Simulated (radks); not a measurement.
Question: The mean radii <r> (bohr) of the occupied orbitals of an atom or ion are listed with their occupations. All-electron calculation, scalar-relativistic Kohn-Sham, MS2 meta-GGA, spin-polarised, spherical densities, finite nucleus; meta-GGA in the generalised Kohn-Sham scheme; Fermi nuclear charge, rms radius of each element as measured or else 0.836 A^(1/3) + 0.57 fm. Program: a radial shooting solver on a logarithmic mesh with Libxc functionals.

orbital  occ.      <r>
1s up       1  0.05841
1s down     1  0.05840
2s up       1   0.2661
2s down     1   0.2654
2p up       3   0.2356
2p down     3   0.2349
3s up       1   0.7807
3s down     1   0.7884
3p up       3   0.8094
3p down     2   0.8205
3d up       4   0.8650
4d up       1    2.721

Name the element and its charge. Open shells, if any, are filled with parallel spins first.

Answer: Z = 26, iron, charge +4: Fe4+ in [Ne] 3s2 3p5 3d4 4d1. The 1s radius gives Z: for a bare nucleus <r> = (2 gamma + 1)/(2Z) with gamma = sqrt(1 - (Z/c)^2), 0.05699 bohr for Z = 26, and screening makes it slightly larger (0.05841 here). The occupations add up to 22, and the charge is Z minus that.
